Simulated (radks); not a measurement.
Results of a calculation; reference values are marked as such.
Li I, 3 electrons, occupied as [He] 2s1 (the NIST ground configuration). Level of theory: non-relativistic Kohn-Sham, exchange-only LDA, spin-polarised, spherical densities, point nucleus; open shells are filled with parallel spins first (a radial shooting solver on a logarithmic mesh with Libxc functionals).

Unscreened Slater integrals over Kohn-Sham orbitals (eV). They are taken over the spin-up orbitals.

\begin{tabular}{lr}
integral & value \\ \hline
F0(2s,2s) & 6.2755 \\
F0(2s,1s) & 8.7997 \\
G0(2s,1s) & 0.49000 \\
F0(1s,1s) & 43.676 \\
\end{tabular}
